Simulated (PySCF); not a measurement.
C₄H₁₄BNS.
Z-matrix (Å and degrees, GFN2-xTB geometry), rows numbered from 1:
```
C 
S   1  1.8214
B   2  1.9079  1  101.51
N   3  1.6535  2  107.39  1   110.82
C   4  1.4625  3  110.52  2   -56.92
C   4  1.4635  3  109.58  2    63.09
C   4  1.4613  3  108.70  2  -177.12
H   1  1.0870  2  110.30  3   -61.45
H   1  1.0862  2  109.01  3    59.59
H   1  1.0855  2  107.29  3   178.76
H   3  1.1848  2  110.35  1  -133.97
H   3  1.1848  2  110.19  1    -5.68
H   5  1.0883  4  109.60  3   -59.58
H   5  1.0927  4  110.85  3   179.72
H   5  1.0892  4  108.77  3    59.30
H   6  1.0927  4  110.78  3  -177.62
H   6  1.0888  4  108.88  3   -56.81
H   6  1.0875  4  109.58  3    61.50
H   7  1.0879  4  109.56  3    60.83
H   7  1.0876  4  109.49  3   -57.64
H   7  1.0931  4  110.90  3  -178.42
```

A PySCF run (density fitting, gas phase, GFN2-xTB geometry) gave HOMO -6.86 eV, LUMO 1.79 eV, dipole 5.52 D and E = -638.486 Eh.

Question: Which of these levels was it?
A. PBE0/pcSseg-1
B. PBE/pcSseg-1
C. PBE0/def2-SVPD
D. CAM-B3LYP/pcSseg-1

Answer: D. It is CAM-B3LYP/pcSseg-1. All candidates on this geometry:

```json
{"level and settings": "PBE/pcSseg-1, energy threshold 1e-07 Eh, fitting basis def2-qzvpp-jkfit", "kind": "GGA", "basis functions": "196", "SCF cycles": "9", "E (Eh)": "-638.0974", "HOMO (eV)": "-4.41", "LUMO (eV)": "0.10", "dipole (D)": "5.27"}
{"level and settings": "PBE0/def2-SVPD", "kind": "global hybrid", "basis functions": "259", "SCF cycles": "13", "E (Eh)": "-637.9469", "HOMO (eV)": "-5.63", "LUMO (eV)": "0.35", "dipole (D)": "5.26"}
{"level and settings": "PBE0/pcSseg-1", "kind": "global hybrid", "basis functions": "196", "SCF cycles": "12", "E (Eh)": "-638.1759", "HOMO (eV)": "-5.59", "LUMO (eV)": "0.93", "dipole (D)": "5.46"}
{"level and settings": "CAM-B3LYP/pcSseg-1, grid level 3", "kind": "range-separated hybrid", "basis functions": "196", "SCF cycles": "12", "E (Eh)": "-638.4860", "HOMO (eV)": "-6.86", "LUMO (eV)": "1.79", "dipole (D)": "5.52"}
```

The nearest other candidate, by the summed differences of HOMO and LUMO, is PBE0/pcSseg-1: its HOMO differs by +1.27 eV and its LUMO by -0.86 eV. Cycle counts include a coarse-grid stage where the run had one.
